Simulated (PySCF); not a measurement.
# Computed spin Hamiltonian

Species: C6H8FOSi (doublet state).
Geometry (GFN2-xTB, Å), atoms numbered from 1 in this order:
```xyz
17
C6H8FOSi angstrom
C      3.2470    0.9911    0.1215
C      2.2586   -0.0731   -0.0849
O      1.0522    0.2315    0.5617
Si    -0.2859   -0.6568    0.7116
C     -1.6300    0.3619    1.5363
C     -2.6963    0.4353    0.7319
C     -2.5931   -0.1855   -0.5810
C     -1.4200   -0.7789   -0.8169
F     -1.1530   -1.4022   -1.9874
H      4.2146    0.9105   -0.3294
H      2.9875    1.8502    0.7036
H      2.0662   -0.2279   -1.1624
H      2.6384   -1.0424    0.2879
H     -0.0389   -1.9940    1.2550
H     -1.6303    0.7870    2.5243
H     -3.6144    0.9408    0.9959
H     -3.4095   -0.1356   -1.2845
```

The hyperfine couplings belong to this conformer and change with its torsions.

Identity: `[CH2]CO[Si@H]1C=CC=C1F` [radical].

Method used: PySCF 2.14.0, UKS B3LYP, pcH-1 on C F H O Si, non-relativistic, mean-field spin-orbit, GIAO. Isolated species at its GFN2-xTB geometry (one conformer only). The geometry wasn't refined by DFT: couplings that depend on bond lengths, twists or pyramidal angles can differ widely from those at the functional's own minimum. The SCF solution wasn't tested for stability.

* g1, g2, g3: 2.00218, 2.00276, 2.00290
* g_iso: 2.00261
* Form of g: rhombic: the two nearest values differ by 20 % of g3 − g1
* ⟨S²⟩: 0.7537 (exact 0.7500)
* α and β electrons: 38, 37
* Total energy: -697.96564 Eh

Hyperfine couplings atom by atom, in 10⁻⁴ cm⁻¹; T1 to T3 are the principal values of the dipolar part (1 × 10⁻⁴ cm⁻¹ = 2.998 MHz):

```json
{"atom": "C1", "isotope": "13C", "a_iso": "29.2", "of which spin–orbit": "0.0", "T1": "-27.5", "T2": "-27.3", "T3": "54.8", "Mulliken spin population": "1.08"}
{"atom": "C2", "isotope": "13C", "a_iso": "-13.4", "of which spin–orbit": "0.0", "T1": "-0.8", "T2": "0.1", "T3": "0.7", "Mulliken spin population": "-0.09"}
{"atom": "O3", "isotope": "17O", "a_iso": "0.5", "of which spin–orbit": "0.0", "T1": "-0.5", "T2": "0.2", "T3": "0.3", "Mulliken spin population": "0.00"}
{"atom": "Si4", "isotope": "29Si", "a_iso": "0.6", "of which spin–orbit": "0.0", "T1": "-0.1", "T2": "0.0", "T3": "0.1", "Mulliken spin population": "0.00"}
{"atom": "C5", "isotope": "13C", "a_iso": "0.0", "of which spin–orbit": "0.0", "T1": "0.0", "T2": "0.0", "T3": "0.1", "Mulliken spin population": "0.00"}
{"atom": "C6", "isotope": "13C", "a_iso": "0.0", "of which spin–orbit": "0.0", "T1": "0.0", "T2": "0.0", "T3": "0.1", "Mulliken spin population": "0.00"}
{"atom": "C7", "isotope": "13C", "a_iso": "0.0", "of which spin–orbit": "0.0", "T1": "0.0", "T2": "0.0", "T3": "0.1", "Mulliken spin population": "0.00"}
{"atom": "C8", "isotope": "13C", "a_iso": "0.0", "of which spin–orbit": "0.0", "T1": "-0.1", "T2": "-0.1", "T3": "0.1", "Mulliken spin population": "0.00"}
{"atom": "F9", "isotope": "19F", "a_iso": "0.1", "of which spin–orbit": "0.0", "T1": "-0.2", "T2": "-0.2", "T3": "0.4", "Mulliken spin population": "0.00"}
{"atom": "H10", "isotope": "1H", "a_iso": "-21.1", "of which spin–orbit": "0.0", "T1": "-13.2", "T2": "-0.1", "T3": "13.3", "Mulliken spin population": "-0.04"}
{"atom": "H11", "isotope": "1H", "a_iso": "-22.2", "of which spin–orbit": "0.0", "T1": "-13.4", "T2": "0.0", "T3": "13.3", "Mulliken spin population": "-0.05"}
{"atom": "H12", "isotope": "1H", "a_iso": "42.8", "of which spin–orbit": "0.0", "T1": "-1.8", "T2": "-1.2", "T3": "3.1", "Mulliken spin population": "0.05"}
{"atom": "H13", "isotope": "1H", "a_iso": "42.9", "of which spin–orbit": "0.0", "T1": "-1.8", "T2": "-1.3", "T3": "3.1", "Mulliken spin population": "0.05"}
{"atom": "H14", "isotope": "1H", "a_iso": "0.0", "of which spin–orbit": "0.0", "T1": "-0.3", "T2": "-0.3", "T3": "0.6", "Mulliken spin population": "0.00"}
{"atom": "H15", "isotope": "1H", "a_iso": "0.0", "of which spin–orbit": "0.0", "T1": "-0.2", "T2": "-0.1", "T3": "0.3", "Mulliken spin population": "0.00"}
{"atom": "H16", "isotope": "1H", "a_iso": "0.0", "of which spin–orbit": "0.0", "T1": "-0.1", "T2": "-0.1", "T3": "0.2", "Mulliken spin population": "0.00"}
{"atom": "H17", "isotope": "1H", "a_iso": "0.0", "of which spin–orbit": "0.0", "T1": "-0.1", "T2": "-0.1", "T3": "0.2", "Mulliken spin population": "0.00"}
```

The largest Mulliken spin populations are on C1 (+1.08) and C2 (-0.09). No atom but C1 exceeds +0.15. The angles at C1 add up to 360.0°, so it is planar; its axial dipolar tensor and the negative couplings of its protons fit spin in a p orbital normal to that plane.

Axes: g3 points within 11° of the C1–H10 bond.

Under fast tumbling the dipolar parts average out, and these isotropic splittings remain: 1 × 1H (H13, I = 1/2, 2 lines) with 4.59 mT, 1 × 1H (H12, I = 1/2, 2 lines) with 4.58 mT and 2 × 1H (H10/H11, I = 1/2, 3 lines) with 2.32 mT.

Nuclei that the bonding pattern makes equivalent are averaged, as if the motion that swaps them (rotation, inversion, ring flip) were fast.

The 13C coupling of C1 (87.5 MHz) shows only in satellite lines or after enrichment, since that isotope makes up about 1.07 % of natural carbon.

On one thread of an Arm Neoverse V1, shared host, this took 2.7 min (grids of density and orbitals included) and 1.1 GiB of memory at its peak.
